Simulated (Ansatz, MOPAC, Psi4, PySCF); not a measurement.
Pair of molecules: HF (SMILES F) (first 2 atoms) with HCl (SMILES Cl); geometry from B3LYP-D3(BJ)/def2-TZVP, rigid monomers moved along the line of their centres of mass till H2···Cl3 is 2.63 Å.
(charge 0, multiplicity 1):
| atom | x (Å) | y (Å) | z (Å) |
|---|---|---|---|
| F | -0.0125 | -0.0839 | -0.1391 |
| H | 0.1544 | 0.1338 | 0.7509 |
| Cl | -0.0317 | 0.5400 | 3.3457 |
| H | -1.2464 | 0.1226 | 3.3269 |

Counterpoise-corrected where a basis set is named; no monomer relaxation.

Cores are frozen in the correlated methods. CBS: X⁻³ extrapolation of the correlation energy, Hartree–Fock from the larger set. Rows in 6-31G* carry no dispersion term and start afresh at each structure (6-31G* with six Cartesian d functions). MP2/6-31G* freezes PySCF's default core. The state that AM1, PM3 reach isn't checked.

Programs: Ansatz (a first-principles code) with Gaussian orbitals; MOPAC for AM1, PM3 (differences of heats of formation); Psi4 for SAPT; PySCF for 6-31G* rows. Values without a source in brackets are computed.

| level | interaction energy (kcal/mol) |
|---|---|
| AM1 | -1.02 |
| PM3 | -1.40 |
| MP2/6-31G* | -1.89 |
| MP2/aug-cc-pV(T+d)Z | -2.49 |
| MP2/CBS(aug-cc-pV(T+d)Z, aug-cc-pV(Q+d)Z) | -2.61 |
| SCS-MP2/aug-cc-pV(T+d)Z | -2.26 |
| CCSD/aug-cc-pV(T+d)Z | -2.33 |
| CCSD(T)/aug-cc-pV(T+d)Z | -2.48 |
| SAPT0/jun-cc-pV(D+d)Z | (withheld) |

**Question.** Fill in the missing entries.

**Answer.** 
- SAPT0/jun-cc-pV(D+d)Z, interaction energy (kcal/mol): -2.21
